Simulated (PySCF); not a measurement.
A calculation to check before its numbers are used.

A core-ionisation job on C3H6GeOSi, SMILES `O=C[SiH2]C#[C][GeH3]`. Computed with delta-SCF UKS PBE, pcX-2 on the ionised atom, pcseg-1 elsewhere, spin-free X2C (PySCF).

Driver input (Å, PBE0-D3(BJ)/def2-SVP geometry):

```
{"job": {"kind": "xps", "xc": "PBE"}, "charge": 0, "multiplicity": 1}
O     -3.8401     1.1964     0.1961
C     -2.6542     1.0230     0.3138
Si    -1.8169    -0.5146    -0.5138
C     -0.0087    -0.4393    -0.2395
C      1.1927    -0.3355    -0.0267
Ge     3.0635    -0.1567     0.2860
H     -2.0231     1.7466     0.9022
H     -2.1317    -0.4835    -1.9698
H     -2.3914    -1.7424     0.1063
H      3.3306     1.2578     0.8188
H      3.4900    -1.2080     1.3192
H      3.8008    -0.3775    -1.0416
```

Output:

```
ground state, core basis on atom 0 (O), 162 functions
  cycle   1  E = -2576.34134779  |g| = 8.82e-01
  cycle   2  E = -2574.94749478  |g| = 2.56e+00
  cycle   3  E = -2576.46404834  |g| = 3.60e-01
  cycle   4  E = -2576.48958986  |g| = 2.02e-01
  cycle   5  E = -2576.49732027  |g| = 1.27e-01
  cycle   6  E = -2576.50123169  |g| = 3.53e-02
  cycle   7  E = -2576.50157704  |g| = 5.42e-03
  cycle   8  E = -2576.50158772  |g| = 1.83e-03
  cycle   9  E = -2576.50158727  |g| = 5.23e-04
  cycle  10  E = -2576.50158984  |g| = 1.39e-04
  E(ground) = -2576.50592354 Eh
hole in O 1s of atom 0
  cycle   1  E = -2555.91439905  |g| = 2.24e+00
  cycle   2  E = -2553.47511126  |g| = 2.89e+00
  cycle   3  E = -2554.83926723  |g| = 1.56e+00
  cycle   4  E = -2555.33860911  |g| = 1.11e+00
  cycle   5  E = -2556.53384671  |g| = 5.45e-01
  ... (28 cycles left out)
  cycle  34  E = -2556.75021672  |g| = 9.87e-04
  cycle  35  E = -2556.75019119  |g| = 4.86e-03
  cycle  36  E = -2556.75021925  |g| = 2.29e-04
  cycle  37  E = -2556.75021757  |g| = 6.06e-04
  cycle  38  E = -2556.75021866  |g| = 3.68e-04
  E(ion) = -2556.75458400 Eh   <S^2> = 0.8985   hole on atom = 1.000   binding energy = 537.461 eV
ground state, core basis on atom 1 (C), 162 functions
  cycle   1  E = -2576.47672461  |g| = 9.74e-02
  cycle   2  E = -2576.46939049  |g| = 2.03e-01
  cycle   3  E = -2576.47710828  |g| = 4.77e-02
  cycle   4  E = -2576.47742075  |g| = 2.40e-02
  cycle   5  E = -2576.47756887  |g| = 4.62e-03
  cycle   6  E = -2576.47757647  |g| = 5.81e-04
  cycle   7  E = -2576.47757649  |g| = 1.97e-04
  E(ground) = -2576.48185008 Eh
hole in C 1s of atom 1
  cycle   1  E = -2565.17812563  |g| = 1.51e+00
  cycle   2  E = -2561.77136990  |g| = 2.71e+00
  cycle   3  E = -2563.54322007  |g| = 1.68e+00
  cycle   4  E = -2564.26119605  |g| = 1.28e+00
  cycle   5  E = -2565.58668412  |g| = 4.85e-01
  ... (40 cycles left out)
  cycle  46  E = -2565.57062483  |g| = 3.87e-01
  cycle  47  E = -2565.62716311  |g| = 3.43e-01
  cycle  48  E = -2565.62722122  |g| = 4.08e-01
  cycle  49  E = -2565.70025276  |g| = 2.22e-01
  cycle  50  E = -2565.72229500  |g| = 1.40e-01
hole again with damping 0.5
  cycle   1  E = -2565.17812563  |g| = 1.51e+00
  cycle   2  E = -2561.77136990  |g| = 2.71e+00
  cycle   3  E = -2541.76884536  |g| = 3.86e+00
  cycle   4  E = -2353.79262591  |g| = 1.17e+01
  cycle   5  E = -2453.09830123  |g| = 5.49e+00
  ... (70 cycles left out)
  cycle  76  E = -2565.56792552  |g| = 3.84e-01
  cycle  77  E = -2565.56940535  |g| = 3.82e-01
  cycle  78  E = -2565.73836610  |g| = 4.66e-02
  cycle  79  E = -2565.56620242  |g| = 3.86e-01
  cycle  80  E = -2565.56734550  |g| = 3.85e-01
hole again, all orbitals by overlap
  cycle   1  E = -2565.17812563  |g| = 1.51e+00
  cycle   2  E = -2564.12807470  |g| = 1.87e+00
  cycle   3  E = -2565.32027741  |g| = 9.28e-01
  cycle   4  E = -2565.22871271  |g| = 1.01e+00
  cycle   5  E = -2565.08144996  |g| = 1.16e+00
  ... (6 cycles left out)
  cycle  12  E = -2565.73574688  |g| = 7.34e-03
  cycle  13  E = -2565.73578812  |g| = 4.10e-03
  cycle  14  E = -2565.73580300  |g| = 1.16e-03
  cycle  15  E = -2565.73580293  |g| = 1.29e-03
  cycle  16  E = -2565.73580456  |g| = 2.68e-04
  E(ion) = -2565.74006261 Eh   <S^2> = 0.7856   hole on atom = 1.000   binding energy = 292.299 eV
ground state, core basis on atom 2 (Si), 173 functions
  cycle   1  E = -2576.54018011  |g| = 2.67e-01
  cycle   2  E = -2576.53942492  |g| = 7.13e-02
  cycle   3  E = -2576.53269768  |g| = 1.75e-01
  cycle   4  E = -2576.54023627  |g| = 3.24e-02
  cycle   5  E = -2576.54043362  |g| = 1.45e-02
  cycle   6  E = -2576.54047688  |g| = 2.85e-03
  cycle   7  E = -2576.54047657  |g| = 4.11e-04
  E(ground) = -2576.54479708 Eh
hole in Si 1s of atom 2
  cycle   1  E = -2507.69716922  |g| = 4.42e+00
  cycle   2  E = -2503.69892022  |g| = 3.33e+00
  cycle   3  E = -2483.51901634  |g| = 3.71e+00
  cycle   4  E = -2504.22842056  |g| = 2.10e+00
  cycle   5  E = -2506.19344044  |g| = 1.73e+00
  ... (5 cycles left out)
  cycle  11  E = -2508.79082575  |g| = 1.77e-02
  cycle  12  E = -2508.79100596  |g| = 9.68e-03
  cycle  13  E = -2508.79105508  |g| = 2.83e-03
  cycle  14  E = -2508.79106220  |g| = 1.39e-03
  cycle  15  E = -2508.79106046  |g| = 1.85e-04
  E(ion) = -2508.79537085 Eh   <S^2> = 0.7515   hole on atom = 1.000   binding energy = 1843.556 eV
hole in Si 2p of atom 2
  cycle   1  E = -2572.28299623  |g| = 1.23e+00
  cycle   2  E = -2571.13468323  |g| = 1.79e+00
  cycle   3  E = -2572.06276590  |g| = 1.04e+00
  cycle   4  E = -2572.54762160  |g| = 3.92e-01
  cycle   5  E = -2572.60777908  |g| = 1.59e-01
  cycle   6  E = -2572.61362684  |g| = 1.19e-01
  cycle   7  E = -2572.62072618  |g| = 2.80e-02
  cycle   8  E = -2572.62115314  |g| = 6.71e-03
  cycle   9  E = -2572.62117573  |g| = 3.08e-03
  cycle  10  E = -2572.62118307  |g| = 4.96e-04
  E(ion) = -2572.62548938 Eh   <S^2> = 0.7517   hole on atom = 1.002   binding energy = 106.650 eV
  2p3/2 = 106.419 eV   2p1/2 = 107.043 eV
ground state, core basis on atom 3 (C), 162 functions
  cycle   1  E = -2576.47682352  |g| = 7.60e-02
  cycle   2  E = -2576.47563192  |g| = 7.11e-02
  cycle   3  E = -2576.47445679  |g| = 9.89e-02
  cycle   4  E = -2576.47694755  |g| = 1.59e-02
  cycle   5  E = -2576.47702572  |g| = 3.69e-03
  cycle   6  E = -2576.47702433  |g| = 1.61e-03
  cycle   7  E = -2576.47702647  |g| = 1.76e-04
  E(ground) = -2576.48126905 Eh
hole in C 1s of atom 3
  cycle   1  E = -2565.26373316  |g| = 1.53e+00
  cycle   2  E = -2561.18708044  |g| = 2.89e+00
  cycle   3  E = -2565.10276237  |g| = 1.16e+00
  cycle   4  E = -2565.48698878  |g| = 9.12e-01
  cycle   5  E = -2565.81447702  |g| = 2.63e-01
  ... (2 cycles left out)
  cycle   8  E = -2565.85147370  |g| = 2.21e-02
  cycle   9  E = -2565.85171612  |g| = 6.29e-03
  cycle  10  E = -2565.85174868  |g| = 1.30e-03
  cycle  11  E = -2565.85175083  |g| = 5.95e-04
  cycle  12  E = -2565.85174954  |g| = 2.10e-04
  E(ion) = -2565.85600700 Eh   <S^2> = 0.7790   hole on atom = 1.000   binding energy = 289.128 eV
ground state, core basis on atom 4 (C), 162 functions
  cycle   1  E = -2576.47738077  |g| = 8.06e-02
  cycle   2  E = -2576.47327571  |g| = 1.30e-01
  cycle   3  E = -2576.47620871  |g| = 7.62e-02
  cycle   4  E = -2576.47769980  |g| = 1.29e-02
  cycle   5  E = -2576.47773809  |g| = 2.24e-03
  cycle   6  E = -2576.47774009  |g| = 6.24e-04
  cycle   7  E = -2576.47773862  |g| = 2.27e-04
  E(ground) = -2576.48210479 Eh
hole in C 1s of atom 4
  cycle   1  E = -2565.25372773  |g| = 1.53e+00
  cycle   2  E = -2560.70978835  |g| = 2.99e+00
  cycle   3  E = -2564.48028733  |g| = 1.28e+00
  cycle   4  E = -2564.18973747  |g| = 1.45e+00
  cycle   5  E = -2565.76163295  |g| = 4.36e-01
  ... (2 cycles left out)
  cycle   8  E = -2565.84550381  |g| = 6.93e-02
  cycle   9  E = -2565.84744533  |g| = 2.26e-02
  cycle  10  E = -2565.84777378  |g| = 3.85e-03
  cycle  11  E = -2565.84778172  |g| = 1.01e-03
  cycle  12  E = -2565.84778336  |g| = 3.00e-04
  E(ion) = -2565.85213010 Eh   <S^2> = 0.7857   hole on atom = 1.000   binding energy = 289.256 eV
```

The program numbers atoms from 0. E(ground) and E(ion) are re-evaluated on a finer grid than the cycles, so they differ from the last cycles; that is no fault. The 2p3/2 and 2p1/2 values come from a spin–orbit splitting computed afterwards; their 2:1 mean is the average over the three 2p orbitals and can differ from the one hole solved.

Do all binding energies of this run deserve the same trust?

No. Every hole passed the driver's convergence checks (|g| < 5e-4, core orbital emptied to over 0.9), but ⟨S²⟩ is 0.899 for O1s on atom 0, against 0.75 for a pure doublet, so the unrestricted ion state holds higher spin components. Some holes needed a second pass with damping. For some the valence orbitals were filled by overlap with the ground state, so the ion may be an excited one.

How can it be mended?

Recompute such holes with a restricted open-shell or spin-projected scheme and compare; until then these binding energies are doubtful.

Time: 55 s of wall time; peak memory 0.56 GiB. Hardware: one thread, Arm Neoverse V1 (aarch64) (shared host).
